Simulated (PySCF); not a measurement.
## Rotational lines of BBr

Lines J+1 ← J of the vibrational ground state, computed from RHF-CCSD(T) constants of BBr, ¹Σ⁺ (singlet), closed shell (basis B jorge-DZP-DKH, Br jorge-DZP-DKH; spin-free X2C with a Gaussian nucleus; PySCF 2.14; masses 11.0093 and 78.9183 u), in MHz:

| J | ν (MHz) |
| --- | --- |
| 2 | 89975.1 |
| 3 | 119963.6 |
| 4 | 149949.3 |
| 5 | 179931.6 |
| 6 | 209909.8 |

Task: Find B0 and the effective bond length r0; with αe = 0.00449 cm⁻¹, find Re.

Result: ν = 2B0(J+1) − 4D(J+1)³ gives B0 = 0.50022 cm⁻¹. With the reduced mass μred = 9.6615 u, r0 = √(16.8576/(μred·B0)) (u, cm⁻¹, Å) = 1.8676 Å. Be = B0 + αe/2 = 0.50247 cm⁻¹ gives Re = 1.863 Å.

Correlated steps freeze 10 core orbitals. Correlated levels converge slowly with the basis: in double zeta they bind strong bonds too weakly, by up to about 1 eV, and carry superposition errors of some tenths. Where the molecule has an RHF reference, its open-shell atoms are computed with UHF.
